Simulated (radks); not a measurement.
The numbers below are computed, except where a source is named.
All-electron atom: Ba25+ in [Ar] 3d10 4s2 4p1. Level of theory: non-relativistic Kohn-Sham, LB94 model potential, spin-polarised, spherical densities, point nucleus; open shells are filled with parallel spins first (spin-orbit coupling, left out, can overturn this in heavy ions); relativity is left out, which matters for an element this heavy (a radial shooting solver on a logarithmic mesh with Libxc functionals).

Radial electron density D(r) = 4 pi r^2 rho(r):

r (bohr),D(r) (e/bohr),spin D(r)
0.002384,6.812,-0.0000637
0.003055,10.38,-0.0000593
0.003883,15.29,0.00000577
0.004976,22.22,0.000255
0.006326,30.89,0.000948
0.008106,41.62,0.00280
0.01031,52.75,0.00707
0.01321,63.09,0.0170
0.01679,69.52,0.0370
0.02151,70.51,0.0767
0.02735,66.64,0.143
0.03505,62.49,0.242
0.04455,65.02,0.347
0.05709,77.02,0.403
0.07258,90.03,0.328
0.093,90.95,0.119
0.1182,77.40,0.00896
0.1515,66.09,0.299
0.1926,70.96,0.798
0.2468,75.42,0.743
0.3138,57.52,0.0963
0.4021,28.38,0.328
0.5111,13.03,1.74
0.655,7.673,2.18
0.8327,3.236,1.09
1.067,0.5544,0.205
1.356,0.03413,0.0139
1.738,0.0004853,0.000221

D(r) has 3 maxima, at r = 0.0197, 0.0831, 0.233 bohr, and minima at 0.0371, 0.158 bohr, inside which lie 2.01, 11.44 electrons.
